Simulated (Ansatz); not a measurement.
`N[SiH](F)CF` + H–F → `N[SiH](F)F` + `CF` at 400 K and 1 bar (ligand exchange at the Si–C bond).

Computed with Ansatz on PBE0-D4/def2-TZVP structures; ΔE is electronic, products minus reactants. CCSD(T)/CBS adds triple-zeta CCSD(T) − MP2 to the extrapolated MP2 energy (def2 sets, frozen cores). This one scheme is used for every species. Each species was taken in one conformer, which may not be the lowest.

| species | CCSD(T)/CBS energy (Eh) | H − E (kJ/mol) | S (J/(mol·K)) |
| --- | --- | --- | --- |
| `N[SiH](F)CF` | -584.52271 | 211.5 | 375.9 |
| H–F | -100.39570 | 36.5 | 182.2 |
| `N[SiH](F)F` | -545.34917 | 133.0 | 332.9 |
| `CF` | -139.63461 | 117.5 | 234.3 |

H − E and S are ideal-gas, rigid-rotor, harmonic terms from PBE0-D4/def2-TZVP, for one conformer and one mirror image of each species. 1 Eh = 2625.50 kJ/mol, R = 8.31446 J/(mol·K).

Question: By hand: ΔE, ΔH, ΔS and ΔG.

Answer: ΔE = (-545.34917) + (-139.63461) − (-584.52271) − (-100.39570) = -0.06537 Eh = -171.6 kJ/mol. Δ(H − E) = 133.0 + 117.5 − 211.5 − 36.5 = 2.5, so ΔH = -169.1 kJ/mol. ΔS = 332.9 + 234.3 − 375.9 − 182.2 = 9.1 J/(mol·K). ΔG = -169.1 − 400 × (9.1)/1000 = -172.7 kJ/mol.

Question: By hand: the equilibrium constant, and the temperature at which ΔG would vanish if ΔH and ΔS stayed fixed.

Answer: log₁₀ K = −ΔG/(RT ln 10) = 22.6. ΔH and −TΔS have one sign here, so there is no such temperature.

The number of gas molecules stays the same, so ΔS is small and ΔH decides. A doubt of 5 kJ/mol in ΔE shifts log₁₀ K by 0.7 here. Other conformers and mirror images would add mixing entropy, several J/(mol·K) or more a flexible species. These are equilibria of isolated gas molecules and say nothing of rates. Largest T1 diagnostic: 0.011 (customary marks: 0.02 for closed shells, 0.045 for open ones).

ΔS is within the doubt of such terms, so its sign, and with it that verdict, could turn.
